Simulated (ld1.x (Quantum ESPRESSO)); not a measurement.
**What one change does to a pseudopotential (B, ultrasoft)**

| Property | Result |
| --- | --- |
| Element | B (Z = 5) |
| Generator | ld1.x (Quantum ESPRESSO) 7.5 |
| Type | ultrasoft |
| Functional | PBEsol |
| Relativity | scalar-relativistic |
| Frozen core | [He] |
| Valence charge | 3 |
| Reference configuration | 2s1.5 2p1.5 |
| Partial waves | 2s (bound): rcut 0.95, rcutus 1.10 bohr; 2s channel at 3.05 Ry: rcut 0.95, rcutus 1.10 bohr; 2p (bound): rcut 2.90, rcutus 4.05 bohr; 2p channel at 0.2 Ry: rcut 2.90, rcutus 4.05 bohr; 3d channel at 0.25 Ry: rcut 2.65, rcutus 2.80 bohr |
| Local potential | all-electron potential smoothed inside 2.80 bohr (lloc = -1) |
| Core correction | Bessel-smoothed model core inside 0.60 bohr |
| Augmentation charge | PSQ, inside the norm-conserving radii |

All-electron outer shells of the reference configuration (PBEsol, scalar-relativistic, ld1.x):

| shell | level (eV) | outermost node (bohr) | outermost maximum (bohr) |
| --- | --- | --- | --- |
| 1s | -180.14 | – | 0.21 |
| 2s | -9.62 | 0.46 | 1.52 |
| 2p | -3.80 | – | 1.57 |

Change: local potential all-electron potential smoothed inside 4.60 bohr (lloc = -1).

Cutoffs: the cutoffs (Ry, on a coarse ladder) from which the occupation-weighted sum of valence levels, in a spherical-Bessel basis at the reference potential, stays within 10 and 1 mRy of its value at 400 Ry; they do not see the model core or the augmentation charge, which bear on the density cutoff. Errors are all-electron minus pseudo energies relative to the spin-unpolarised reference configuration.

Problem. What does the change do?

Solution. The potential gets neither clearly harder nor softer (25 Ry and 35 Ry → 25 Ry and 35 Ry); of the 6 tests that both files solve, the error grows in 0 and shrinks in 2 by more than 15 % and 0.3 meV (median size 14.1 → 11.0 meV); neither file shows a bound ghost at the reference potential, the only one tested.

```tsv
quantity	base	changed
cutoff, loose	25 Ry	25 Ry
cutoff, tight	35 Ry	35 Ry
bound ghosts	none	none
tests counted (converged, no solver errors)	6 of 7	6 of 7
error for 2s2 2p1, meV [ΔE -2.91 eV]	+0.4	+0.4
error for 2s2 2p0, meV [ΔE 5.23 eV]	+31	+14
error for 2s1 2p0, meV [ΔE 30.49 eV]	+77	+45
error for 2s1 2p2, meV [ΔE 2.91 eV]	+0.6	+0.7
error for 2s2 2p0.5, meV [ΔE -0.05 eV]	+21	+21
error for 2s0 2p3, meV [ΔE 8.75 eV]	+7.0	+7.6
lowest overlap eigenvalue by channel	s 0.38, p 0.17, d 0.95	s 0.98, p 0.12, d 0.99
```

Base: Tests not counted: 2s1 2p1 (solver errors, printed error -43.4 eV). Changed file: Tests not counted: 2s1 2p1 (solver errors, printed error -2.6 eV).
